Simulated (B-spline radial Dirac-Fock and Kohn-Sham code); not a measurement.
Nb²²⁺: scattering cross sections and density moments

System: Nb²²⁺, configuration [Ar] 3d1.

Input file task.json (cfg lists n, l and occupation; rrms is the nuclear radius in fm):

```json
{"items": [{
  "Z": 41,
  "q": 22,
  "cfg": [[1, 0, 2], [2, 0, 2], [2, 1, 6], [3, 0, 2], [3, 1, 6], [3, 2, 1]],
  "A": 93,
  "rrms": 4.324,
  "do": ["scatter"],
  "s": [0.0, 0.09, 0.1, 0.12, 0.15, 0.18, 0.22, 0.26, 0.31, 0.38, 0.45, 0.54, 0.66, 0.79, 0.95, 1.14, 1.37, 1.65, 1.99, 2.39, 2.88, 3.46, 4.16],
  "pz": [0, 0.1, 0.2, 0.3, 0.4, 0.5, 0.6, 0.8, 1.0, 1.2, 1.4, 1.6, 1.8, 2.0, 2.5, 3.0, 4.0, 5.0, 7.0, 10.0, 15.0, 20.0, 30.0, 40.0, 60.0, 100.0],
  "hv_scatter": [1000, 5000, 10000, 30000, 50000, 200000, 500000, 1000000]
}]}
```

Launch: `python xray_run.py task.json out`

Model: configuration-average Dirac-Fock orbitals. Program: a radial B-spline solver.

```
Sum of ⟨r⟩                          : 4.731 bohr
Sum of ⟨r²⟩                         : 1.790 bohr²
Sum of ⟨1/r⟩                        : 192.15 per bohr
Langevin diamagnetic susceptibility : -1.42 × 10⁻⁶ cm³/mol
Lamb shielding (α²/3)Σ⟨1/r⟩         : 3411 ppm
```

Coherent scattering is the Thomson cross section weighted by f₀², without anomalous dispersion; incoherent scattering is Klein-Nishina weighted by S. The Lamb formula is the non-relativistic shielding expression. Electron correlation is left out. A dash stands where the photon energy is too low for the impulse approximation behind that column.

| hν (keV) | coherent (b) | incoherent (b) | incoherent per electron (b) |
| --- | --- | --- | --- |
| 1 | 239.1 | – | – |
| 5 | 215.6 | 0.6713 | 0.0353 |
| 10 | 164.3 | 2.077 | 0.109 |
| 30 | 55.05 | 5.865 | 0.309 |
| 50 | 27.33 | 7.213 | 0.380 |
| 200 | 2.606 | 7.175 | 0.378 |
| 500 | 0.4549 | 5.382 | 0.283 |
| 1000 | 0.1163 | 3.982 | 0.210 |

Incoherent scattering overtakes coherent scattering between 50 and 200 keV.

Values without a named source are computed, but for edge energies of neutral atoms, which are taken from tables.
